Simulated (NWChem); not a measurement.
## Total energies of HCu

SMILES: [CuH]
```xyz
2

Cu     0.0000     0.0000     0.0488
H      0.0000     0.0000    -1.4145
```
Charge 0, spin multiplicity 1.

Program: NWChem. The geometry was optimised at PBE/def2-SVP, a minimum by its harmonic frequencies.

Basis set: def2-SVP (36 functions).

```tsv
method	total energy (Ha)
RHF	-1639.23628
MP2	-1639.55693
B2PLYP	-1640.49514
PBE	-1640.58211
B3LYP	-1640.88694
CAM-B3LYP	-1640.93405
CCSD(T)	-1639.54213
```

Total energies of different functionals aren't comparable as a measure of quality: only differences taken within one method are. 

The correlated methods keep 9 core orbitals frozen. B3LYP has NWChem's definition, with VWN1-RPA local correlation. The structure started from a generated list of species. Coupled-cluster values serve here as a point of comparison, not as the truth.
